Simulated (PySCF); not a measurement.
C3H6OS, SMILES C[C@@H]1OCS1.

Geometry optimised at PBE0-D3(BJ)/def2-SVP. The structure was generated by enumeration; whether it is a known compound was not checked.

All values below come from TDA-B3LYP/def2-SVPD (PySCF).

Vertical excitations. The molecule is in vacuum.

Computed excitation energies, oscillator strengths and character:
```json
[
 {"state": "S1", "energy (eV)": "4.26", "λ (nm)": "291", "f": "0.000", "main pairs": "HOMO→LUMO 99 %"},
 {"state": "S2", "energy (eV)": "5.76", "λ (nm)": "215", "f": "0.009", "main pairs": "HOMO→LUMO+1 95 %"},
 {"state": "S3", "energy (eV)": "5.90", "λ (nm)": "210", "f": "0.006", "main pairs": "HOMO−1→LUMO 98 %"},
 {"state": "S4", "energy (eV)": "6.04", "λ (nm)": "205", "f": "0.022", "main pairs": "HOMO→LUMO+2 94 %"},
 {"state": "S5", "energy (eV)": "6.65", "λ (nm)": "186", "f": "0.034", "main pairs": "HOMO→LUMO+3 86 %"},
 {"state": "S6", "energy (eV)": "6.71", "λ (nm)": "185", "f": "0.025", "main pairs": "HOMO−2→LUMO 83 %"},
 {"state": "S7", "energy (eV)": "6.79", "λ (nm)": "183", "f": "0.039", "main pairs": "HOMO→LUMO+4 71 %, HOMO→LUMO+3 12 %"},
 {"state": "S8", "energy (eV)": "7.10", "λ (nm)": "175", "f": "0.005", "main pairs": "HOMO−1→LUMO+1 71 %, HOMO→LUMO+5 24 %"},
 {"state": "S9", "energy (eV)": "7.19", "λ (nm)": "172", "f": "0.015", "main pairs": "HOMO→LUMO+5 71 %, HOMO−1→LUMO+1 22 %"},
 {"state": "S10", "energy (eV)": "7.51", "λ (nm)": "165", "f": "0.038", "main pairs": "HOMO−1→LUMO+2 93 %"},
 {"state": "T1", "energy (eV)": "3.81", "λ (nm)": "326", "f": "0", "main pairs": "HOMO→LUMO 96 %"},
 {"state": "T2", "energy (eV)": "5.27", "λ (nm)": "235", "f": "0", "main pairs": "HOMO→LUMO+1 95 %"},
 {"state": "T3", "energy (eV)": "5.56", "λ (nm)": "223", "f": "0", "main pairs": "HOMO−1→LUMO 66 %, HOMO−2→LUMO 29 %"},
 {"state": "T4", "energy (eV)": "5.89", "λ (nm)": "211", "f": "0", "main pairs": "HOMO→LUMO+2 95 %"}
]
```
Triplets are in the Tamm–Dancoff approximation.
